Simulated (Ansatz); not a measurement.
Reactions of BGeH$_{5}$OSi, SMILES `[SiH3][B]1[O][GeH2]1`.

Calculated with Ansatz (gas phase, PBE0-D4/def2-TZVP geometries, no zero-point term in ΔE). CBS: MP2 limit from def2 TZ/QZ plus the TZ coupled-cluster correction, frozen cores. This one scheme is used for every species, atoms too. Double bonds are as drawn, so ΔE can hold a change between cis and trans. DFT in def2-TZVPP. No spin–orbit coupling; open shells (•) take unrestricted orbitals. Spin–orbit coupling would lower the free atoms: a little for B, O, Si; clearly for Ge. Elements past krypton have def2 core potentials. For Br, Ga, Ge, Sb outer-core shells are correlated without core-valence functions, so the limit isn't a true one: a few kJ/mol of doubt a bond, and 10 to 20 or more in all where bonds break to atoms. Scalar relativity is left out up to krypton. Each species was taken in one conformer, which may not be the lowest.

```csv
reaction,PBE-D4 (eV),r2SCAN-D4 (eV),PBE0-D4 (eV)
`[SiH3][B]1[O][GeH2]1` + `C=C[SiH2]N` → `C=C[SiH2]N[SiH3]` + `[BH]1[O][GeH2]1`,-0.40,-0.51,-0.48
`[SiH3][B]1[O][GeH2]1` + `CCl` → `[SiH3]Cl` + `C[B]1[O][GeH2]1`,-1.70,-1.85,-1.79
`[SiH3][B]1[O][GeH2]1` + `[OH][GaH][Br]` → `[SiH3][O][GaH][Br]` + `[BH]1[O][GeH2]1`,-0.76,-0.94,-0.87
`[SiH3][B]1[O][GeH2]1` + `B1C[SiH2][SiH2]1` → `[BH]1[O][GeH2]1` + `[SiH3]C1B[SiH2][SiH2]1`,-0.05,-0.10,-0.11
`[SiH3][B]1[O][GeH2]1` + `CC[O][SbH][CH3]` → `CC[O][SbH][SiH3]` + `C[B]1[O][GeH2]1`,-0.63,-0.65,-0.67
`[SiH3][B]1[O][GeH2]1` + `C/N=C(\C)O` → `C/C(O)=N\[SiH3]` + `C[B]1[O][GeH2]1`,-1.29,-1.44,-1.37
`[SiH3][B]1[O][GeH2]1` → `[GeH3][B]1O[SiH2]1`,-0.06,-0.13,-0.17
`[SiH3][B]1[O][GeH2]1` → B• + Ge• + 5 H• + O• + Si•,29.99,29.94,29.42
`[SiH3][B]1[O][GeH2]1` + `C[SiH2]O` → `O[SiH2][SiH3]` + `C[B]1[O][GeH2]1`,-0.14,-0.10,-0.14
`[SiH3][B]1[O][GeH2]1` + H₂ → `[BH]1[O][GeH2]1` + SiH₄,-0.09,-0.16,-0.17
```

**Question.** Give the CCSD(T)/CBS values in the same order. (Best estimate.)

**Answer.** Ansatz gave: -0.59, -1.84, -1.02, -0.18, -0.58, -1.41, -0.15, 29.69, -0.05, -0.20 eV.

Largest T1 diagnostic: 0.017, for `[BH]1[O][GeH2]1`.
